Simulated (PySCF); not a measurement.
# How methods differ on the excitation energy of Ir

Ir [Xe] 4f14 5d7 6s2 (4F) → Ir [Xe] 4f14 5d7 6s1 7s1 (6F), as a difference of total energies. Calculation: PySCF 2.14, in aug-cc-pVDZ-PP with ECP60MDF (5s5p4d2f, 54 functions); scalar relativity through the core potential. Correlated levels: valence: 5s2 5p6 frozen. The calculations carry no spin-orbit coupling.

```tsv
method	excitation energy (cm⁻¹)
UHF	37826
MP2 (valence)	49248
SCS-MP2 (valence)	50989
CCSD (valence)	48837
CCSD(T) (valence)	49594
```

The promoted electron is Rydberg-like, and one or two diffuse shells describe it only roughly, which tends to raise the upper state.
